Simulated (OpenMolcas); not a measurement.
**2s² 2p² along the 6-electron sequence**

| Item | Value |
| --- | --- |
| Program | OpenMolcas |
| Method | SS-CASPT2, IPEA 0.25 Eh, imaginary shift 0.1 Eh |
| Basis | ANO-R3 |
| Scalar Hamiltonian | X2C, finite nucleus |
| Spin-orbit coupling | RASSI with atomic mean-field integrals over the reference wave functions, term energies averaged over their components |

Active space for each ion: 4 electrons in 4 orbitals (2s 2p); closed shells correlated by CASPT2: 1s.

Computed levels in cm-1 above ³P₀:

```json
{"Level": "³P₁", "N+": "44.2", "O2+": "103", "F3+": "214", "Ne4+": "389"}
{"Level": "³P₂", "N+": "131", "O2+": "305", "F3+": "624", "Ne4+": "1123"}
{"Level": "¹D₂", "N+": "15260", "O2+": "20400", "F3+": "25610", "Ne4+": "30840"}
{"Level": "¹S₀", "N+": "31770", "O2+": "42640", "F3+": "53400", "Ne4+": "64070"}
{"Level": "weight of ³P in the lowest level (%)", "N+": "100", "O2+": "100", "F3+": "100", "Ne4+": "100"}
```

Measured, with the error of the calculation in %. Measured levels: N+ from NIST Handbook of Basic Atomic Spectroscopic Data; O2+ from Moore, Selected Tables of Atomic Spectra, NSRDS-NBS 3, section 11; F3+ from Moore, Atomic Energy Levels, vol. I, NSRDS-NBS 35 (1971 reprint of NBS Circular 467, 1949); Ne4+ from NIST levels in Podobedova, Fuhr, Reader and Wiese, J. Phys. Chem. Ref. Data 33, 525 (2004).

```
Level            N+           O2+           F3+          Ne4+
  ³P₁   48.7 (-9.2)    113 (-8.8)    225 (-5.1)    412 (-5.6)
  ³P₂    131 (+0.4)                  613 (+1.8)   1110 (+1.1)
  ¹D₂  15316 (-0.3)  20273 (+0.6)  25241 (+1.4)  30292 (+1.8)
  ¹S₀  32689 (-2.8)  43186 (-1.3)  53544 (-0.3)  63914 (+0.2)
```

The fine-structure level ³P₂ changes by a factor of 8.57 from N+ to Ne4+. Its fourth root runs 3.38, 4.18, 5.00, 5.79, with steps per unit of Z of 0.80, 0.82, 0.79; equal steps would mean a (Z - σ)^4 law with constant σ.

¹D₂ changes by a factor of 2.02 over the same range, with steps per unit of Z of +5140, +5210, +5230 cm-1.

CASPT2 breaks the degeneracy within a term, and the mean is taken; among the terms shown or strongly mixed into the levels shown the widest spread is 12 cm-1 (2s² 2p² ¹D, O2+). Measured partners are found by configuration, term and J. A level has none where our copy of the source lacks it or the pairing is in doubt (some pairs that miss far off the trend of their configuration count as doubtful), and it then counts in no deviation. Only configurations of the active space appear.
